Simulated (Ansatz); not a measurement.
Ansatz (a program for electronic structure) input (B3LYP-D3(BJ)/def2-TZVP):

Ansatz 0.2 input:
```yaml
crystal:
  periodic: [false, false, false]
  atoms:
    - {symbol: W, position_ang: [0.00480055, 0.00077764, -0.18365873]}
    - {symbol: O, position_ang: [1.31289553, 0.01813583, 0.88441102]}
    - {symbol: O, position_ang: [-1.35730065, -0.02532905, 0.81443220]}
basis:
  gaussian:
    orbitals: def2-TZVP
hamiltonian:
  xc: b3lyp
  dispersion: d3bj
phonons: {temperatures: {t_min: 298.15, t_max: 298.15, t_step: 100}}
```

Output:

```
Functional definition: B3LYP
integrals: 0.03 GiB planned
695 factors; their error is unknown
mean field: 0.28 GiB planned
mean field evaluation 1: about -5904.8918 eV, gradient 1.0e2 eV
mean field evaluation 2: about -5571.0162 eV, gradient 3.6e2 eV
mean field evaluation 4: about -5922.1216 eV, gradient 1.3e1 eV
mean field evaluation 8: about -5922.4964 eV, gradient 1.0e-1 eV
mean field evaluation 16: about -5922.5113 eV, gradient 9.3e-4 eV
mean field -5922.51134524 eV, -217.6482775152 hartree, gradient 3.9e-5 eV, S^2 0.000000; 0 other end points of the search recorded, 0 dependent functions left out
the calculation of the forces begins
reference -5922.51155172 eV, -217.6482851033 hartree; 15, 15 occupied and 87, 87 virtual orbitals, 695 factors
these checks for a lower state are left out or cut short: stability, starts, cluster_reference, orbital_swaps, neighbouring_geometries, increment
integrals: 0.03 GiB planned
695 factors; their error is unknown
mean field: 0.28 GiB planned
mean field -5922.51121115 eV, -217.6482725876 hartree, gradient 2.5e-6 eV, S^2 0.000000; 0 other end points of the search recorded, 0 dependent functions left out
the calculation of the forces begins
reference -5922.51141761 eV, -217.6482801747 hartree; 15, 15 occupied and 87, 87 virtual orbitals, 695 factors
these checks for a lower state are left out or cut short: stability, starts, cluster_reference, orbital_swaps, neighbouring_geometries, increment
integrals: 0.03 GiB planned
695 factors; their error is unknown
mean field: 0.28 GiB planned
mean field evaluation 32: about -5922.5112 eV, gradient 1.7e-5 eV
mean field -5922.51120962 eV, -217.6482725311 hartree, gradient 2.5e-6 eV, S^2 0.000000; 0 other end points of the search recorded, 0 dependent functions left out
the calculation of the forces begins
reference -5922.51141613 eV, -217.6482801202 hartree; 15, 15 occupied and 87, 87 virtual orbitals, 695 factors
these checks for a lower state are left out or cut short: stability, starts, cluster_reference, orbital_swaps, neighbouring_geometries, increment
integrals: 0.03 GiB planned
695 factors; their error is unknown
mean field: 0.28 GiB planned
mean field -5922.51124573 eV, -217.6482738584 hartree, gradient 2.5e-6 eV, S^2 0.000000; 0 other end points of the search recorded, 0 dependent functions left out
the calculation of the forces begins
reference -5922.51145222 eV, -217.6482814465 hartree; 15, 15 occupied and 87, 87 virtual orbitals, 695 factors
these checks for a lower state are left out or cut short: stability, starts, cluster_reference, orbital_swaps, neighbouring_geometries, increment
integrals: 0.03 GiB planned
695 factors; their error is unknown
mean field: 0.28 GiB planned
mean field -5922.51121936 eV, -217.6482728893 hartree, gradient 2.5e-6 eV, S^2 0.000000; 0 other end points of the search recorded, 0 dependent functions left out
the calculation of the forces begins
reference -5922.51142585 eV, -217.6482804774 hartree; 15, 15 occupied and 87, 87 virtual orbitals, 695 factors
these checks for a lower state are left out or cut short: stability, starts, cluster_reference, orbital_swaps, neighbouring_geometries, increment
integrals: 0.03 GiB planned
695 factors; their error is unknown
mean field: 0.28 GiB planned
mean field -5922.51130371 eV, -217.6482759889 hartree, gradient 2.5e-6 eV, S^2 0.000000; 0 other end points of the search recorded, 0 dependent functions left out
the calculation of the forces begins
reference -5922.51151017 eV, -217.6482835764 hartree; 15, 15 occupied and 87, 87 virtual orbitals, 695 factors
these checks for a lower state are left out or cut short: stability, starts, cluster_reference, orbital_swaps, neighbouring_geometries, increment
integrals: 0.03 GiB planned
695 factors; their error is unknown
mean field: 0.28 GiB planned
mean field evaluation 64: about -5922.5113 eV, gradient 1.7e-5 eV
mean field -5922.51130278 eV, -217.6482759548 hartree, gradient 2.5e-6 eV, S^2 0.000000; 0 other end points of the search recorded, 0 dependent functions left out
the calculation of the forces begins
reference -5922.51150928 eV, -217.6482835435 hartree; 15, 15 occupied and 87, 87 virtual orbitals, 695 factors
Total energy: -5922.59682054 eV, -217.6514186744 hartree
Atom 0 at     0.004801     0.000778    -0.183659 Å, force    -0.000006    -0.000001     0.000213 eV/Å
Atom 1 at     1.312896     0.018136     0.884411 Å, force    -0.000048    -0.000000    -0.000108 eV/Å
Atom 2 at    -1.357301    -0.025329     0.814432 Å, force     0.000054     0.000001    -0.000105 eV/Å
Dipole moment:     0.019159     0.003104    -0.732990 e Å
Vibrations: 372.29 1018.52 1074.90 cm⁻¹, zero-point energy 0.152855 eV
```
